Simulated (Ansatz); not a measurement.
Reaction (redistribution): `O[Si]F` + `C[N](C)[Zr]([F])([F])[F]` → `CN(C)[Si]O` + `[F][Zr]([F])([F])[F]`

Isolated molecules relaxed with PBE0-D4/def2-TZVP in Ansatz; ΔE leaves out vibrations. CCSD(T)/CBS is the MP2 limit (def2-TZVPP, def2-QZVPP) plus CCSD(T) − MP2 in def2-TZVPP, frozen cores. This one scheme is used for every species. Functionals use def2-TZVPP. def2 core potentials past Kr. For Zr outer-core shells are correlated without core-valence functions, which leaves a few kJ/mol of doubt a bond. One conformer a species, not always the lowest.

```tsv
level	ΔE (kJ/mol)
ωB97X-V	-31.4
CAM-B3LYP	-28.3
CCSD(T)/def2-SVP	-32.4
CCSD/CBS(def2)	-21.7
```

(1) What does CCSD(T)/CBS give? (Estimate.)

Largest T1 diagnostic among the species: 0.018.

Answers

(1) Computed: -23.0 kJ/mol. The listed levels differ from it by -8.4, -5.3, -9.4, 1.3 kJ/mol.

At CCSD(T), def2-SVP lies −9.4 kJ/mol from the extrapolated value and def2-TZVPP +1.0 kJ/mol. Leaving LDA and LC-ωPBE aside and taking each functional with its dispersion term where it has one, the values, not all of them listed here, spread over 15.1 kJ/mol, from revPBE-D4 to BHLYP-D4. From r2SCAN to r2SCAN0 (25 % exact exchange), in def2-TZVPP and without D4, ΔE moves by +3.0 kJ/mol.
